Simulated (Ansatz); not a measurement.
CH$_{4}$AlFO, SMILES `[OH][AlH][CH2]F` at its PBE0-D4/def2-TZVP geometry, where that method's forces vanish. The species carries charge 0 and has multiplicity 1.

```xyz
8

O    -0.5993    1.8712    0.1658
Al    0.4938    0.5744    0.1747
C    -0.3208   -1.1786   -0.2316
F     0.6554   -2.1836   -0.2047
H    -0.3601    2.7790    0.3431
H     2.0294    0.7904    0.4867
H    -0.7953   -1.1998   -1.2203
H    -1.1031   -1.4531    0.4864
```

Task: What forces (eV/Å) does B3LYP-D4/def2-TZVPP give on these atoms in Ansatz? (An estimate is asked.)

Result: Ansatz gave: 
```
O1  -0.024  0.036  0.001
Al2  0.176 -0.032  0.028
C3  -0.371  0.255 -0.030
F4   0.289 -0.302  0.007
H5  -0.032  0.062  0.003
H6  -0.096 -0.020 -0.021
H7   0.020 -0.008  0.057
H8   0.038  0.008 -0.045
```

B3LYP here is the variant with VWN-RPA as its local correlation; programs differ in this.
